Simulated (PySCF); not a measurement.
WO₂Cl, SMILES [O]=[W+](=[O])[Cl], charge +1, multiplicity 1. Geometry optimised at B3LYP-D3(BJ)/def2-SVP. The spin state was assumed, not searched. The isomer is the one that the SMILES or the coordinates give; other isomers of the formula were not compared. The def2 effective core potentials stand for the cores of W; spin–orbit coupling is left out.

Give the equilibrium geometry at B3LYP-D3(BJ)/def2-SVP (PySCF confirms it by a frequency run) as bond lengths and angles, and its point group. (An estimate is asked for; the answer gives what the named calculation found.)

point group Cs.
Atoms: W1 O2 O3 Cl4. Bonded distances (Å): W1–O2 1.682, W1–O3 1.682, W1–Cl4 2.223. Bond angles (°): O2–W1–O3 103.6, O2–W1–Cl4 104.9, O3–W1–Cl4 104.9.
Charge +1, spin multiplicity 1.
